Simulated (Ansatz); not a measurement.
Input for Ansatz (a program for electronic structure): R-CCSD(T)/def2-SVP on CH5NOSn (SMILES C[O][Sn][NH2]), a point of a torsion scan. Elements past Kr take the def2 small-core potentials; no spin–orbit coupling. The run froze 12 orbitals, filled d shells among them.

Ansatz 0.2 input:
```yaml
crystal:
  periodic: [false, false, false]
  atoms:
    - {symbol: C, position_ang: [-1.82490654, -0.20208571, 0.25683078]}
    - {symbol: O, position_ang: [-0.58173523, 0.10264408, -0.29978646]}
    - {symbol: Sn, position_ang: [0.63864393, 1.73846568, -0.61179437]}
    - {symbol: N, position_ang: [2.03069051, 0.55648582, -1.51443529]}
    - {symbol: H, position_ang: [-2.34220152, 0.67288406, 0.66414173]}
    - {symbol: H, position_ang: [-1.69202536, -0.92834479, 1.06439926]}
    - {symbol: H, position_ang: [-2.46393797, -0.65222983, -0.50886110]}
    - {symbol: H, position_ang: [1.87748407, -0.43865466, -1.61782821]}
    - {symbol: H, position_ang: [2.92775232, 0.78524115, -1.92000433]}
basis:
  gaussian:
    orbitals: def2-SVP
magnetization: {spin_polarized: false}
correlation: {method: ccsd_t, electrons: outside_noble_gas}
scf: {lower_state_search: off}
```

What total energy does the run end on?

-383.9434 hartree (reference determinant -383.3156, T1 diagnostic 0.020).

How many basis functions does it have, and what does it roughly cost on one machine?

93 functions; around 6 core-seconds (rough).
